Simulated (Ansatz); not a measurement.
Consider the ligand exchange at the Si–Br bond: `N[SiH](O)Br` + `N[SiH2]N` → `N[SiH2]N[SiH](N)O` + HBr.

Isolated molecules relaxed with PBE0-D4/def2-TZVP in Ansatz; ΔE leaves out vibrations. CBS: MP2 limit from def2 TZ/QZ plus the TZ coupled-cluster correction, frozen cores. This one scheme is used for every species. DFT in def2-TZVPP. B3LYP here is the variant with VWN-RPA as its local correlation; programs differ in this. For Br outer-core shells are correlated without core-valence functions, which leaves a few kJ/mol of doubt a bond. Scalar relativity is left out up to krypton. One conformer a species, not always the lowest.

```json
{"level": "PBE-D4", "ΔE (kcal/mol)": "4.2"}
{"level": "PBE0-D4", "ΔE (kcal/mol)": "4.5"}
{"level": "B2PLYP", "ΔE (kcal/mol)": "4.7"}
{"level": "r2SCAN", "ΔE (kcal/mol)": "5.0"}
{"level": "B3LYP", "ΔE (kcal/mol)": "5.7"}
{"level": "SCS-MP2/def2-TZVPP", "ΔE (kcal/mol)": "3.9"}
{"level": "HF/CBS(def2)", "ΔE (kcal/mol)": "7.6"}
{"level": "CCSD/CBS(def2)", "ΔE (kcal/mol)": "5.1"}
```

**Question.** What does CCSD(T)/CBS give? (Estimate.)

**Answer.** The calculation gave: +4.3 kcal/mol. The listed levels differ from it by -0.1, 0.2, 0.4, 0.7, 1.4, -0.4, 3.3, 0.8 kcal/mol.

Largest T1 diagnostic among the species: 0.011.

The D4 term adds −2.4 kcal/mol with B3LYP and −1.4 kcal/mol with PBE0; it sums over pairs of atoms, weighted by their polarisabilities, and B3LYP, whose exchange is more repulsive, gets the larger term. In def2-TZVPP, CCSD(T) changes the Hartree–Fock value by −5.1 kcal/mol (the triples alone add −0.7 kcal/mol) and MP2 by −3.9 kcal/mol.
